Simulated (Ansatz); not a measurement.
Basis-set extrapolation for `O/C=C/BF` (PBE0-D4/def2-TZVP geometry, frozen core, Ansatz). Multiplicity 1, RHF reference.

```json
{"": "HF", "def2-TZVPP": "-277.214987", "def2-QZVPP": "-277.227551"}
{"": "MP2 correlation", "def2-TZVPP": "-0.899822", "def2-QZVPP": "-0.970451"}
{"": "CCSD(T) correlation", "def2-TZVPP": "-0.959298", "def2-QZVPP": "not run"}
```

Energies in hartree. Use E(X) = E(∞) + A·exp(−7.88·√X) for Hartree–Fock and E(X) = E(∞) + B·X^(−2.97) for correlation, with X = 3 and 4, and add CCSD(T) minus MP2 of the smaller set to the MP2 limit.

Question: What is the CCSD(T) energy at the basis-set limit?

Answer: HF limit: -277.227551 + (-0.012564) × 0.13774 = -277.22928. MP2 limit: -0.970451 + (-0.070629) × 0.74074 = -1.02277. Higher-order term: -0.959298 − (-0.899822) = -0.05948. Total: -278.31153 hartree, 3.73 eV below CCSD(T)/def2-TZVPP.
